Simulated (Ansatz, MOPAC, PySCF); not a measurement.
Pair of molecules: dimethyl selenide (SMILES C[Se]C) (first 9 atoms) with H2O (SMILES O); geometry from B3LYP-D3(BJ)/def2-TZVP, rigid monomers moved along the line of their centres of mass till Se2···H12 is 3.50 Å.
(charge 0, multiplicity 1):
```xyz
12

C     -0.894     1.694    -0.207
Se     0.599     0.449     0.068
C     -0.431    -1.204    -0.179
H     -1.661     1.513     0.542
H     -0.494     2.699    -0.091
H     -1.292     1.573    -1.212
H     -1.218    -1.256     0.570
H      0.262    -2.031    -0.046
H     -0.846    -1.231    -1.184
O     -1.608     0.135     3.818
H     -1.301     0.180     4.729
H     -0.814     0.256     3.270
```

Monomers are frozen at their geometry in the pair; levels with a basis set take the counterpoise correction. Rows marked so take none.

Correlated levels freeze the cores. Filled d and f shells under p-block atoms count as core. Rows in 6-31G*, STO-3G carry no dispersion term and start afresh at each structure (6-31G* with six Cartesian d functions); the Pople sets are all-electron and without relativity. MP2/6-31G* freezes PySCF's default core, which leaves 3d correlated. The state that PM6, PM7 reach isn't checked; PM7 holds dispersion and hydrogen-bond terms.

Codes used: Ansatz (Gaussian orbitals); MOPAC for PM6, PM7 (differences of heats of formation); PySCF for 6-31G* rows, STO-3G rows, the dispersion terms. Each number belongs to the level named beside it.

Other levels give for the interaction energy: PBE/def2-TZVPPD -9.2; B3LYP/def2-TZVPPD -7.0; B3LYP-D3(BJ)/def2-TZVPPD -10.5; wB97M-V/def2-TZVPPD -9.9; CCSD(T)/aug-cc-pVDZ -9.8 kJ/mol.

Task: What do these common cheap choices give for the same quantity: PM6, PM7, HF/STO-3G (no counterpoise), HF/6-31G*, HF/6-31G* (no counterpoise), BP86/6-31G* (no counterpoise), M06-2X/6-31G* (no counterpoise), MP2/6-31G*?

Result: PM6 -5.6; PM7 -5.3; HF/STO-3G (no counterpoise) -3.7; HF/6-31G* -7.9; HF/6-31G* (no counterpoise) -8.9; BP86/6-31G* (no counterpoise) -8.3; M06-2X/6-31G* (no counterpoise) -11.2; MP2/6-31G* -9.4 kJ/mol. They span -11.2 to -3.7 kJ/mol.

Ansatz is a program for electronic structure.
